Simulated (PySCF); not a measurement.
SMILES COC(=O)c1ccccc1[SiH3] (GFN2-xTB optimised geometry):

```
21

C     -2.665    -2.661     0.004
O     -2.012    -1.400     0.002
C     -0.678    -1.433     0.003
O     -0.051    -2.476     0.006
C     -0.029    -0.120     0.000
C     -0.762     1.065    -0.002
C     -0.096     2.274    -0.003
C      1.291     2.295    -0.001
C      2.008     1.111     0.000
C      1.368    -0.120     0.000
Si     2.325    -1.756    -0.003
H     -2.374    -3.242    -0.873
H     -3.732    -2.449    -0.013
H     -2.400    -3.224     0.902
H     -1.840     1.025    -0.003
H     -0.653     3.200    -0.005
H      1.813     3.242    -0.001
H      3.088     1.141     0.001
H      3.732    -1.295    -0.009
H      2.152    -2.487     1.246
H      2.140    -2.488    -1.250
```

Method: PBE0/def2-SVP in PySCF.

Task: What are the frontier orbital energies and the dipole moment?

Result: HOMO-2 -7.95 eV, HOMO-1 -7.70 eV, HOMO -7.59 eV, LUMO -1.54 eV, LUMO+1 -0.51 eV; dipole moment 3.11 D.

Meta-Löwdin charges at PBE0/def2-SVP: C1 -0.09, O2 -0.33, C3 0.49, O4 -0.45, C5 -0.04, C6 -0.09, C7 -0.10, C8 -0.09, C9 -0.09, C10 -0.19, Si11 0.50, H12 0.12, H13 0.12, H14 0.11, H15 0.12, H16 0.11, H17 0.11, H18 0.11, H19 -0.14, H20 -0.09, H21 -0.09.
